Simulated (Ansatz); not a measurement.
CH9BN2Si, SMILES `BN[SiH2]NC`, relaxed with RKS PBE0-D4/def2-TZVP in the Gaussian-basis code of Ansatz from a PBE-D4/def2-SVP geometry. The force threshold is 0.005 eV/Å; the program also tests the step.

Charge 0, multiplicity 1.

Start:

```xyz
14

B    -0.808    0.876   -2.180
N     0.361    0.460   -1.513
Si    0.803    0.788    0.185
N     0.713   -0.566    1.263
C    -0.512   -1.244    1.649
H    -1.618    1.561   -1.579
H    -0.996    0.547   -3.339
H     1.014   -0.123   -2.049
H    -0.159    1.855    0.612
H     2.245    1.210    0.216
H     1.565   -1.099    1.444
H    -1.373   -0.550    1.553
H    -0.750   -2.140    1.027
H    -0.483   -1.573    2.711
```

```csv
step,energy (eV),largest force (eV/Å),largest move (Å)
1,-12712.6900,0.528,0.000
2,-12712.7534,0.290,0.036
3,-12712.7629,0.056,0.022
4,-12712.7631,0.039,0.009
5,-12712.7633,0.021,0.015
6,-12712.7634,0.026,0.013
7,-12712.7634,0.018,0.012
8,-12712.7635,0.009,0.003
9,-12712.7635,0.021,0.013
10,-12712.7636,0.010,0.008
11,-12712.7636,0.018,0.013
12,-12712.7636,0.019,0.019
13,-12712.7636,0.011,0.012
14 (rejected),-12712.7635,0.044,0.028
15,-12712.7637,0.008,0.006
16,-12712.7637,0.007,0.004
17,-12712.7637,0.008,0.006
18,-12712.7637,0.006,0.003
19,-12712.7637,0.003,0.001
```

End:

```xyz
14

B    -0.804    0.894   -2.142
N     0.333    0.428   -1.476
Si    0.796    0.769    0.177
N     0.714   -0.557    1.244
C    -0.502   -1.249    1.609
H    -1.561    1.620   -1.561
H    -1.010    0.563   -3.276
H     0.940   -0.191   -1.998
H    -0.146    1.834    0.595
H     2.218    1.198    0.200
H     1.561   -1.038    1.496
H    -1.362   -0.600    1.425
H    -0.663   -2.170    1.035
H    -0.513   -1.503    2.673
```

It took 66 s on 4 threads of an Arm Neoverse V2 on a shared host, with 0.58 GiB of host memory at the peak.
